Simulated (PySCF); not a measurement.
Input of a response calculation (the driver script's job line, then coordinates in Å):

```
{"job": {"kind": "uv", "xc": "B3LYP", "basis": "def2-SVPD", "nstates": 8, "ntriplets": 3}, "charge": 0, "multiplicity": 1}
C      3.056042     0.179511    -0.136844
Se     1.863983    -1.269191    -0.674312
C      0.142410    -0.542176    -0.243539
C     -0.960534    -1.345728    -0.516818
C     -2.233254    -0.892052    -0.234279
C     -2.417276     0.363934     0.322731
C     -1.318956     1.160321     0.594315
C     -0.038718     0.714212     0.313651
H      2.831793     1.073941    -0.713315
H      4.064811    -0.158874    -0.359533
H      2.956746     0.362271     0.930563
H     -0.807121    -2.324618    -0.951813
H     -3.084972    -1.520343    -0.449177
H     -3.412786     0.718659     0.543618
H     -1.455554     2.139567     1.029947
H      0.805786     1.349509     0.533394
```

Its output, with some lines taken out ([cut]) and without the SCF cycles:

```
converged SCF energy = -2672.6699218402

Static polarisability (au): isotropic 111.707, principal 69.888 111.904 153.329

Singlet excitations
state   eV       nm        f      main configurations
[cut]
  2   4.5047    275.2   0.00026   H->L+2 0.96
  3   4.7840    259.2   0.22603   H->L+1 0.92
  4   5.2800    234.8   0.00009   H->L+3 0.95
[cut]
  6   5.9264    209.2   0.02397   H-1->L+1 0.50, H-2->L 0.34
[cut]
[cut]

Triplet excitations (Tamm-Dancoff, eV): 3.7563 3.9883 4.1681
```

Computed with PySCF 2.14.0, density-fitted response routines, TDDFT B3LYP/def2-SVPD, vertical, gas phase, core orbitals frozen in the response. One conformer (not necessarily the lowest) at the GFN2-xTB geometry, without solvent, vibrations or thermal averaging. The B3LYP/def2-SVPD calculation is non-relativistic and has no spin–orbit coupling, an omission that weighs most on selenium.

Task: What stood in the cut lines?

Result: 
```
  1   4.4274    280.0   0.00984   H->L 0.92
  5   5.3711    230.8   0.03077   H->L+4 0.97
  7   6.0991    203.3   0.00040   H->L+5 0.88
  8   6.2349    198.9   0.00026   H->L+6 0.78, H->L+8 0.17
```

Task: What share of the summed oscillator strength falls to the strongest level in this window?

Result: State 3 at 259 nm: 0.2260 of 0.2916, or 78%.

Task: Give the mean polarisability in Å³.

Result: 111.71 au × 0.148185 = 16.55 Å³.

Task: How much of the mean polarisability do the listed states account for?

Result: The sum over states Σ f/ΔE² (ΔE in hartree) gives 9.00 au, 8% of the total; the rest comes from higher roots of the same response equations.

Task: Write the structure that the coordinates describe.

Result: `C[Se]C1=CC=CC=C1` (C7H8Se), point group Cs.

H and L stand for HOMO and LUMO.

The values belong to the conformer `[CH3:1][Se:2][c:3]1[cH:4][cH:5][cH:6][cH:7][cH:8]1`: C1–Se2–C3–C4 180°.
